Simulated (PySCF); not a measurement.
## Field gradients at the hydrogen positions

C₆H₁₃BS.
Geometry (PBE0-D3(BJ)/def2-SVP, Å), atoms numbered from 1 in this order:
```xyz
21
C6H13BS angstrom
C      3.073    0.956    0.087
S      2.768    0.328   -1.590
B      1.027    0.011   -1.676
C      0.004    0.167   -0.499
C     -1.431    0.535   -0.896
C     -2.296    0.119    0.307
C     -1.483   -0.962    1.054
C     -0.217   -1.184    0.214
H      2.750    0.229    0.843
H      2.558    1.913    0.250
H      4.155    1.114    0.183
H      0.685   -0.415   -2.757
H      0.357    0.888    0.261
H     -1.716   -0.043   -1.790
H     -1.543    1.599   -1.157
H     -2.486    0.981    0.965
H     -3.283   -0.248   -0.013
H     -1.205   -0.606    2.058
H     -2.048   -1.895    1.198
H      0.649   -1.507    0.812
H     -0.394   -1.971   -0.540
```

Level: PBE0/pcSseg-1 (PySCF, non-relativistic); Q(2H) = 0.00286 b; rigid geometry, the same for H and D, with no vibrational averaging.

**Question.** Rank these positions by the coupling χzz of a deuteron there, largest first.
A. H10 (methyl hydrogen)
B. H21 (methylene hydrogen)
C. H12 (B–H hydrogen)

**Answer.** A (197 kHz), B (190 kHz), C (134 kHz).

**Question.** Tabulate Vzz, the asymmetry η and χzz = 234.96 MHz × Q × Vzz for every hydrogen position.

**Answer.** 
| atom | bonded to | bond length (Å) | Vzz (au) | η | χzz (kHz) |
| --- | --- | --- | --- | --- | --- |
| H9 | C1 | 1.098 | 0.2937 | 0.03 | 197 |
| H10 | C1 | 1.098 | 0.2929 | 0.03 | 197 |
| H11 | C1 | 1.097 | 0.2945 | 0.04 | 198 |
| H12 | B3 | 1.211 | 0.1995 | 0.03 | 134 |
| H13 | C4 | 1.105 | 0.2844 | 0.01 | 191 |
| H14 | C5 | 1.103 | 0.2848 | 0.01 | 191 |
| H15 | C5 | 1.101 | 0.2921 | 0.01 | 196 |
| H16 | C6 | 1.101 | 0.2898 | 0.01 | 195 |
| H17 | C6 | 1.100 | 0.2919 | 0.01 | 196 |
| H18 | C7 | 1.101 | 0.2889 | 0.01 | 194 |
| H19 | C7 | 1.101 | 0.2918 | 0.01 | 196 |
| H20 | C8 | 1.101 | 0.2928 | 0.01 | 197 |
| H21 | C8 | 1.104 | 0.2826 | 0.02 | 190 |

**Question.** Average by the element that carries the hydrogen.

**Answer.** on C: 195 kHz over 12 positions, mean bond length 1.101 Å; on B: 134 kHz over 1 position, mean bond length 1.211 Å.

**Question.** How does χzz go with the bond length over the 12 C–H bonds?

**Answer.** A straight-line fit has a slope of -10.3 kHz for each 0.01 Å, with a correlation coefficient of -0.92, over lengths from 1.097 to 1.105 Å. The longer bonds have the smaller couplings here.

One conformer (not necessarily the lowest) at the PBE0-D3(BJ)/def2-SVP geometry, without solvent, vibrations or thermal averaging. With a basis this small, the couplings can be 20 % off.

These values come from a run that also computed NMR shieldings. The run took 2.1 min wall (grids of density and orbitals included) on one thread of an Intel Xeon at 2.50 GHz, on a shared host, and the process peaked at 0.99 GiB of memory.
